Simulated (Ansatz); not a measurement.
Ansatz (an electronic-structure program) input (CCSD(T)/aug-cc-pV(D+d)Z):
A basis named .json is the Basis Set Exchange file of that set.

Ansatz 0.2 input:
```yaml
crystal:
  periodic: [false, false, false]
  atoms:
    - {symbol: N, position_ang: [-1.70443359, -0.33046472, 0.12650692]}
    - {symbol: Al, position_ang: [0.02163860, 0.00452496, -0.00158888]}
    - {symbol: O, position_ang: [1.06816086, -1.32042520, -0.15892934]}
    - {symbol: O, position_ang: [0.67970880, 1.57056193, 0.02457093]}
    - {symbol: H, position_ang: [-2.09460996, -1.25916895, 0.11098685]}
    - {symbol: H, position_ang: [-2.43302036, 0.35682395, 0.22378646]}
    - {symbol: H, position_ang: [2.01785959, -1.22424171, -0.23400397]}
    - {symbol: H, position_ang: [0.17654673, 2.37992135, 0.10920499]}
basis:
  gaussian:
    orbitals: aug-cc-pV_D+d_Z.json
magnetization: {spin_polarized: false}
correlation: {method: ccsd_t, electrons: outside_noble_gas}
output: {forces: true}
```

End of the output:

```
integrals: 0.33 GiB planned
1342 factors; integrals over basis functions are off by at most 8.6e-4 eV
0.84 GiB of device memory are held for the factors and their scratch space
mean field: 0.60 GiB planned
mean field evaluation 1: about -12200.9307 eV, gradient 6.1e1 eV
mean field evaluation 2: about -12200.9311 eV, gradient 6.1e1 eV
mean field evaluation 4: about -12207.7208 eV, gradient 3.0e0 eV
mean field evaluation 8: about -12207.7561 eV, gradient 6.7e-2 eV
mean field evaluation 16: about -12207.7507 eV, gradient 1.0e0 eV
mean field -12207.75616449 eV, -448.6267643306 hartree, gradient 2.3e-6 eV, S^2 0.000000; 0 other end points of the search recorded, 0 dependent functions left out
8 core orbitals not correlated
reference -12207.75616449 eV, -448.6267643306 hartree; 12, 12 occupied and 117, 117 virtual orbitals, 1342 factors
densities: 4.83 GiB planned
second order -17.86523247 eV of doubles, -0.00000000 eV of singles
coupled cluster: 1.85 GiB planned
cycle   1  -17.90333870 eV  change   -3.8e-2 eV  update   9.9e-2
cycle   2  -18.28056696 eV  change   -3.8e-1 eV  update   2.8e-2
cycle   3  -18.39605514 eV  change   -1.2e-1 eV  update   1.5e-2
cycle   4  -18.38947742 eV  change    6.6e-3 eV  update   3.1e-3
cycle   5  -18.38711041 eV  change    2.4e-3 eV  update   1.2e-3
cycle   6  -18.38771375 eV  change   -6.0e-4 eV  update   3.7e-4
cycle   7  -18.38764525 eV  change    6.9e-5 eV  update   1.3e-4
cycle   8  -18.38755072 eV  change    9.5e-5 eV  update   4.7e-5
cycle   9  -18.38754106 eV  change    9.7e-6 eV  update   1.8e-5
cycle  10  -18.38755019 eV  change   -9.1e-6 eV  update   7.0e-6
perturbative correction -0.52044486 eV, -0.0191259957 hartree
the calculation of the forces begins
0.84 GiB of device memory are held for the factors and their scratch space
Total energy: -12226.66415953 eV, -449.3216203322 hartree
Atom 0 at    -1.704434    -0.330465     0.126507 Å, force    -0.024285    -0.032910     0.000332 eV/Å
Atom 1 at     0.021639     0.004525    -0.001589 Å, force     0.006657     0.058450     0.002486 eV/Å
Atom 2 at     1.068161    -1.320425    -0.158929 Å, force     0.126292    -0.419315    -0.032514 eV/Å
Atom 3 at     0.679709     1.570562     0.024571 Å, force     0.293036     0.323583    -0.007840 eV/Å
Atom 4 at    -2.094610    -1.259169     0.110987 Å, force    -0.189667    -0.356815    -0.002610 eV/Å
Atom 5 at    -2.433020     0.356824     0.223786 Å, force    -0.309049     0.262434     0.039747 eV/Å
Atom 6 at     2.017860    -1.224242    -0.234004 Å, force     0.187217     0.010242    -0.015254 eV/Å
Atom 7 at     0.176547     2.379921     0.109205 Å, force    -0.090201     0.154330     0.015654 eV/Å
Dipole moment:    -0.242259     0.225036     0.032164 e Å
```
